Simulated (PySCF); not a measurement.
Screening by computed properties: pick the candidate that meets the target.

All species are isolated and taken at one optimised geometry, non-relativistic unless stated; the electronic structure was computed with PySCF and density fitting.

The conformers computed, where there is a choice (atom-mapped SMILES and torsion angles):
- `[CH:1]#[C:2][C:3](=[O:4])[O:5][C@H:6]([F:7])[CH2:8][CH3:9]`: C2–C3–O5–C6 176°, C3–O5–C6–F7 -102°, O5–C6–C8–C9 -70°
- `[CH2:1]=[CH:2][Si:3]1([F:4])[SiH2:5][SiH2:6][SiH2:7]1`: C1–C2–Si3–F4 0°
- `[CH:1]#[C:2][SiH2:3][Si@H:4]([F:5])[SiH2:6][SiH3:7]`: C2–Si3–Si4–F5 157°, Si3–Si4–Si6–Si7 -95°

Question: Wanted: HOMO–LUMO gap between 8 eV and 10 eV (CAM-B3LYP/def2-SVPD) and electronic spatial extent ⟨r²⟩ about the centre of nuclear charge above 2150 bohr² (CAM-B3LYP/def2-SVPD), at GFN2-xTB geometries. Which candidate meets both?
A. `O(C(=O)C#C)[C@@H](CC)F`
B. `F[Si@@H]1C([SiH3])=C[Si@H]1[SiH3]`
C. `C#C[SiH2][Si@H](F)[SiH2][SiH3]`
D. `C1=NC=NN1`
E. `C=C[Si]1(F)[SiH2][SiH2][SiH2]1`

Answer: C. Computed values:
```
                          species  HOMO–LUMO gap  electronic spatial extent ⟨r²⟩ about the centre of nuclear charge
   C=C[Si]1(F)[SiH2][SiH2][SiH2]1        7.58 eV                                                         1811 bohr²
F[Si@@H]1C([SiH3])=C[Si@H]1[SiH3]        8.58 eV                                                         2137 bohr²
   C#C[SiH2][Si@H](F)[SiH2][SiH3]        8.83 eV                                                         2156 bohr²
           O(C(=O)C#C)[C@@H](CC)F        9.49 eV                                                         1393 bohr²
                        C1=NC=NN1       10.46 eV                                                          264 bohr²
```

Question: Wanted: lowest triplet excitation (Tamm–Dancoff) between 4 eV and 4.7 eV (TDA CAM-B3LYP/def2-SVPD) and smallest rotational constant above 0.6 GHz (GFN2-xTB), at GFN2-xTB geometries. Which candidate meets both?
A. `C1=NC=NN1`
B. `C#CC(=O)O[C@H](F)CC`
C. `C=C[Si]1(F)[SiH2][SiH2][SiH2]1`
D. `F[Si@@H]1C([SiH3])=C[Si@H]1[SiH3]`

Answer: B. Computed values:
| species | lowest triplet excitation (Tamm–Dancoff) | smallest rotational constant |
| --- | --- | --- |
| C=C[Si]1(F)[SiH2][SiH2][SiH2]1 | 3.82 eV | 0.686 GHz |
| F[Si@@H]1C([SiH3])=C[Si@H]1[SiH3] | 4.16 eV | 0.533 GHz |
| C#CC(=O)O[C@H](F)CC | 4.57 eV | 0.867 GHz |
| C1=NC=NN1 | 4.91 eV | 5.115 GHz |

Question: Wanted: HOMO energy between -9.7 eV and -9.3 eV (CAM-B3LYP/def2-SVPD) and lowest singlet excitation above 4.9 eV (TDDFT CAM-B3LYP/def2-SVPD), at GFN2-xTB geometries. Which candidate meets both?
A. `C1=NC=NN1`
B. `C=C[Si]1(F)[SiH2][SiH2][SiH2]1`
C. `F[Si@@H]1C([SiH3])=C[Si@H]1[SiH3]`
D. `O(C(=O)C#C)[C@@H](CC)F`
E. `C#C[SiH2][Si@H](F)[SiH2][SiH3]`

Answer: A. Computed values:
```csv
species,HOMO energy,lowest singlet excitation
O(C(=O)C#C)[C@@H](CC)F,-10.13 eV,5.00 eV
C1=NC=NN1,-9.34 eV,6.43 eV
C#C[SiH2][Si@H](F)[SiH2][SiH3],-9.19 eV,5.57 eV
F[Si@@H]1C([SiH3])=C[Si@H]1[SiH3],-8.74 eV,4.84 eV
C=C[Si]1(F)[SiH2][SiH2][SiH2]1,-8.39 eV,4.16 eV
```

Question: Wanted: static isotropic polarisability between 100 au and 140 au (CAM-B3LYP/def2-SVPD) and dipole moment below 2.8 D (CAM-B3LYP/def2-SVPD), at GFN2-xTB geometries. Which candidate meets both?
A. `F[Si@@H]1C([SiH3])=C[Si@H]1[SiH3]`
B. `C#CC(=O)O[C@H](F)CC`
C. `C=C[Si]1(F)[SiH2][SiH2][SiH2]1`
D. `C1=NC=NN1`

Answer: A. Computed values:
| species | static isotropic polarisability | dipole moment |
| --- | --- | --- |
| C1=NC=NN1 | 40.4 au | 2.89 D |
| C#CC(=O)O[C@H](F)CC | 77.8 au | 2.66 D |
| F[Si@@H]1C([SiH3])=C[Si@H]1[SiH3] | 134.8 au | 1.87 D |
| C=C[Si]1(F)[SiH2][SiH2][SiH2]1 | 141.5 au | 1.53 D |
